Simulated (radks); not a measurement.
Values are calculated unless marked as measured or tabulated.
Problem. These are the eigenvalues of the occupied orbitals of an atom or ion with whole-number occupations (eV). Code: a radial shooting solver on a logarithmic mesh with Libxc functionals. Model: scalar-relativistic Kohn-Sham, OLYP, spin-unpolarised, spherical densities, finite nucleus; Fermi nuclear charge, rms radius of each element as measured or else 0.836 A^(1/3) + 0.57 fm.

1s: -90608.62
2s: -16289.77
2p: -13942.73
3s: -3933.881
3p: -3262.888
3d: -2587.975
4s: -903.2596
4p: -683.2053
4d: -431.4085
5s: -158.1266
4f: -153.8645
5p: -96.2448
5d: -27.3255
6s: -14.3191
6p: -4.3206

Which element is it, and in what charge state? The configuration may be excited.

Solution. Z = 83, bismuth, charge 0: Bi in [Hg] 6p3. The list shows which subshells hold electrons but not how many an open one holds; the 1s level, -3329.8 hartree, gives Z - s = 81.6 by -(Z - s)^2/2, which with screening and relativity narrows Z to a few neighbours, and the depths of the outer levels then fix element, charge and occupations together.
